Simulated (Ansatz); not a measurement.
A nudged elastic band was laid between two geometries of CH6GeS (9 atoms, charge 0, multiplicity 1).

All numbers below come from RKS PBE0-D4/def2-SVP in Ansatz.

* movable images: 7
* climbing image: yes
* spring: 5.0 eV/Å²
* optimiser: quadratic models (default)
* start path: through a guess of the saddle point
* force threshold: 0.05 eV/Å
* iteration limit: 60
* end points: relaxed

Image 0:

```xyz
9
Properties=species:S:1:pos:R:3
Ge -0.090 0.766 -0.321
S 2.073 0.620 -0.871
C -0.756 -0.945 0.331
H -0.573 -1.726 -0.421
H -0.776 1.175 -1.635
H -0.283 1.870 0.739
H 2.486 0.348 0.387
H -0.245 -1.226 1.263
H -1.837 -0.883 0.529
```

Image 8:

```xyz
9
Properties=species:S:1:pos:R:3
Ge -0.784 0.841 0.028
S 2.254 0.056 -1.240
C -1.401 -0.595 0.864
H 1.630 -1.140 -1.285
H -1.126 1.154 -1.428
H -0.002 1.936 0.754
H 2.592 -0.118 0.055
H -1.172 -0.785 1.915
H -1.991 -1.350 0.339
```

Problem. Which bonds break or form, and what moves?

Solution. Bonds broken: Ge1–S2, C3–H4. Bonds formed: S2–H4. CH6GeS becomes CH4Ge + H2S.

Problem. What energy profile does the band end with?

Solution. The run converged. The highest image is number 5 of 0 to 8, 3.21 eV above the first end and 0.44 eV above the last; the last end lies 2.77 eV above the first. Neighbouring images differ by up to 1.9 eV, so the band resolves the path poorly. A vibrational analysis at the climbing image gives one clearly imaginary mode, 951i cm⁻¹: a first-order saddle point. The orbitals stay closed-shell, which can raise the energy where a bond breaks towards radicals; this wasn't checked here.

```
image  path coordinate (Å)  energy (eV)  Ge1–S2 (Å)  C3–H4 (Å)  S2–H4 (Å)
    0                 0.00         0.00        2.24       1.10       3.56
    1                 0.59         0.01        2.24       1.10       3.40
    2                 1.18         0.04        2.24       1.10       3.25
    3                 1.77         0.19        2.26       1.10       2.72
    4                 2.36         1.28        2.46       1.20       2.05
    5                 2.96         3.21        2.78       1.77       1.51
    6                 3.66         2.84        3.32       2.48       1.36
    7                 4.35         2.78        3.46       3.15       1.35
    8                 5.05         2.77        3.38       3.75       1.35
```

Problem. What is the geometry of the highest image?

Solution. 
```xyz
9
Properties=species:S:1:pos:R:3:forces:R:3
Ge -0.593 0.885 -0.118 0.00 0.00 0.00
S 1.794 -0.210 -1.030 0.00 0.01 0.00
C -0.883 -0.799 0.507 0.00 -0.01 0.00
H 0.684 -0.924 -0.296 -0.01 -0.01 0.01
H -1.054 1.369 -1.497 0.00 0.00 0.00
H 0.057 1.991 0.725 0.00 0.00 0.00
H 2.397 0.091 0.141 0.00 0.00 0.00
H -0.792 -0.973 1.584 0.00 0.00 0.00
H -1.610 -1.430 -0.017 0.00 0.00 0.00
```

Time of the run: 2.9 min on 2 threads of Intel(R) Xeon(R) Platinum 8488C (Sapphire Rapids), with other jobs on the host, peak memory 0.22 GiB.
